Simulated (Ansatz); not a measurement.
**CHClGeIn: where a starting geometry ends**

The starting geometry of this gas-phase doublet was optimised with GFN2-xTB; its bonds are those of `[Cl][In][CH]=[Ge]`.

```yaml
atoms:
  - { symbol: C, position_ang: [-2.0170, -1.7378, 0.0995] }
  - { symbol: Cl, position_ang: [-0.8599, 1.0051, -2.4671] }
  - { symbol: Ge, position_ang: [-1.8451, -2.6222, 1.6358] }
  - { symbol: In, position_ang: [-0.0855, -0.6396, -0.8939] }
  - { symbol: H, position_ang: [-2.7034, -1.4059, -0.6680] }
```

**Question.** Where would you expect an optimisation with PBE-D3(BJ)/def2-SVP to take it?

**Answer.** It rearranges to `[Cl][In]1[CH]=[Ge]1`. Contacts that close: Ge3–In4 (3.66 → 2.83 Å).

The energy falls by 0.22 eV over 15 steps:

| step | E − E(last) (eV) |
| --- | --- |
| 1 | 0.215 |
| 3 | 0.085 |
| 4 | 0.070 |
| 6 | 0.052 |
| 7 | 0.021 |
| 9 | 0.006 |
| 10 | 0.001 |
| 12 | 0.000 |
| 13 | 0.000 |
| 15 | 0.000 |

Final geometry (Å):

```tsv
atom	x (Å)	y (Å)	z (Å)
C	-2.2465	-1.6878	-0.0004
Cl	-0.7121	0.7458	-2.4069
Ge	-1.3365	-2.4709	1.3282
In	-0.1968	-0.6303	-0.5001
H	-3.0189	-1.3571	-0.7146
```

No frequencies were run, so the end isn't proven a minimum. Open shells are spin-unrestricted. Atoms past krypton carry core potentials, without spin–orbit terms. Run with Ansatz 0.2.0, 26 s on 2 threads of Intel(R) Xeon(R) 6975P-C (Granite Rapids), with other jobs on the host.
